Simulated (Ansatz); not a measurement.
The cluster Na6Sb, relaxed as a doublet with UKS PBE-D4/def2-SVP in Ansatz, starting from the GFN2-xTB geometry. Force threshold 0.02 eV/Å.

In the def2 sets Sb takes a core potential; there is no spin–orbit coupling. The relaxation made no stability test and no search for a lower SCF solution. The structure comes from a short search, and lower isomers may exist.

Start:

```xyz
7

Sb    0.8781   -0.4351   -0.1723
Na    1.3168    1.7524   -1.9227
Na   -0.0777   -2.0552    1.9578
Na   -0.9265    2.5248    0.1903
Na    2.7283   -2.2439    0.4079
Na   -1.5491    0.4842   -1.9282
Na   -2.3698   -0.0272    1.4673
```

| step | energy (eV) | largest force component (eV/Å) | SCF passes |
| --- | --- | --- | --- |
| 1 | -33008.3881 | 1.032 | 28 |
| 2 | -33008.7201 | 0.536 | 35 |
| 3 | -33008.9265 | 0.227 | 35 |
| 4 | -33009.0054 | 0.105 | 37 |
| 5 | -33009.0406 | 0.080 | 34 |
| 6 | -33009.0607 | 0.066 | 35 |
| 7 | -33009.0700 | 0.047 | 34 |
| 8 | -33009.0806 | 0.061 | 36 |
| 9 | -33009.0963 | 0.048 | 35 |
| 10 | -33009.1127 | 0.058 | 35 |
| 11 | -33009.1335 | 0.052 | 35 |
| 12 | -33009.1535 | 0.043 | 35 |
| 13 | -33009.1697 | 0.034 | 33 |
| 14 | -33009.1810 | 0.024 | 33 |
| 15 | -33009.1882 | 0.035 | 31 |
| 16 | -33009.1947 | 0.069 | 29 |
| 17 | -33009.2069 | 0.040 | 26 |
| 18 | -33009.2219 | 0.054 | 30 |
| 19 | -33009.2386 | 0.074 | 30 |
| 20 | -33009.2572 | 0.030 | 31 |
| 21 | -33009.2674 | 0.017 | 31 |
| 22 | -33009.2700 | 0.025 | 25 |
| 23 | -33009.2704 | 0.021 | 26 |
| 24 | -33009.2709 | 0.009 | 26 |

Force components are those of the run's own axes.

End:

```xyz
7

Sb    0.4299   -0.0946   -0.1466
Na    1.9825    2.1924   -1.3374
Na    0.6707   -0.9187    2.7592
Na   -1.0160    2.5139    0.4526
Na    1.0373   -3.0402   -0.0030
Na   -1.0710    0.9551   -2.5595
Na   -2.0334   -1.6079    0.8347
```

By distances, no bond broke or formed, bridged metal pairs apart. The bond that changes most is Sb1–Na7, from 3.66 to 3.05 Å (atoms count from 1). Metal–metal contacts that move far: Na5–Na7 5.66 to 3.49 Å, Na4–Na7 3.20 to 4.26 Å, Na6–Na7 3.53 to 4.36 Å.

The force fell under the threshold at step 21, but the optimiser went on and released 0.003 eV more. No frequencies were taken in this run, so the end may be a saddle point.

It took 66 s on 4 threads of Intel Xeon 6975P-C on a shared host.
